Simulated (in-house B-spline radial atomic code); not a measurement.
Configurations of neutral germanium, with energies counted from [Ar] 3d10 4s2 4p2. All numbers are computed (non-relativistic LC-wPBE, spin-polarised, spherical fractional occupations; point nucleus) with an all-electron radial atomic-structure program (B-spline basis), not measured. Shells without spins written out take the highest spin.

Caution: exact exchange at fractional occupations of open shells leaves self-interaction of up to several eV.

Occupations are held fixed; configurations that lie above the ionisation limit could autoionise.

| configuration | E - E(ref) (eV) | highest orbital | its <r> (bohr) |
| --- | --- | --- | --- |
| [Ar] 3d10 4s(0 up, 1 down) 4p(3 up, 0 down) | 6.4781 | 4p up | 2.765 |
| [Ar] 3d10 4s2 4p1 4f1 | 7.7571 | 4f up | 26.09 |
| [Ar] 3d10 4s2 4p(1 up, 0 down) 5f(1 up, 0 down) | 7.8988 | 5f up | 42.27 |
| [Ar] 3d10 4s1 4p2 4d1 | 13.212 | 4d up | 13.29 |
| [Ne] 3s2 3p5 3d10 4s2 4p2 4d1 | 127.29 | 4d up | 13.27 |

(1) Order these further configurations by energy, lowest first.
A. [Ar] 3d9 4s2 4p2 5p1
B. [Ne] 3s2 3p(3 up, 2 down) 3d10 4s2 4p(0 up, 2 down) 4f(0 up, 1 down)
C. [Ne] 3s2 3p5 3d10 4s2 4p2 5d1
D. [Ar] 3d9 4s2 4p2 4d1
E. [Ar] 3d10 4s2 4p(1 up, 0 down) 4d(1 up, 0 down)

(2) How far above the reference does [Ar] 3d9 4s2 4p2 5s1 lie?

Answers

(1) E (7.3132 eV), A (42.188 eV), D (42.781 eV), C (127.63 eV), B (127.9 eV).

(2) 40.338 eV; its least bound orbital is 5s up with <r> = 6.344 bohr.
